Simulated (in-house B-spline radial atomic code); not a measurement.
RPA and G0W0 for As5+, [Ar] 3d10, as one setting changes: the highest l of the empty states. Start: r2SCAN. A dash marks a level of low quasi-particle weight. Computed with a B-spline radial code for spherical atoms: all electrons, scalar-relativistic (spin-free one-electron X2C), finite nucleus, each spin shell either full or empty, empty states to the listed l with an (l + 1/2)⁻⁴ tail; G0W0 by contour deformation at full frequency.

```json
{"highest l of the empty states": "4", "RPA summed (Eh)": "-1.8647", "RPA extrapolated (Eh)": "-2.1213", "G0W0 level (eV)": "3d -121.15"}
{"highest l of the empty states": "5", "RPA summed (Eh)": "-1.9781", "RPA extrapolated (Eh)": "-2.1359", "G0W0 level (eV)": "3d -121.41"}
{"highest l of the empty states": "6", "RPA summed (Eh)": "-2.0333", "RPA extrapolated (Eh)": "-2.1282", "G0W0 level (eV)": "3d -121.41"}
{"highest l of the empty states": "7", "RPA summed (Eh)": "-2.0625", "RPA extrapolated (Eh)": "-2.1222", "G0W0 level (eV)": "3d -121.42"}
{"highest l of the empty states": "8", "RPA summed (Eh)": "-2.0785", "RPA extrapolated (Eh)": "-2.1165", "G0W0 level (eV)": "3d -121.41"}
{"highest l of the empty states": "9", "RPA summed (Eh)": "?", "RPA extrapolated (Eh)": "?", "G0W0 level (eV)": "?"}
{"highest l of the empty states": "10", "RPA summed (Eh)": "?", "RPA extrapolated (Eh)": "?", "G0W0 level (eV)": "?"}
{"highest l of the empty states": "11", "RPA summed (Eh)": "-2.0979", "RPA extrapolated (Eh)": "-2.111", "G0W0 level (eV)": "3d -121.39"}
```

(1) What belongs in the row for 10?

(2) What belongs in the row for 9?

## Answers

(1) RPA summed (Eh): -2.094; RPA extrapolated (Eh): -2.112; G0W0 level (eV): 3d -121.39.

(2) RPA summed (Eh): -2.088; RPA extrapolated (Eh): -2.1136; G0W0 level (eV): 3d -121.40.
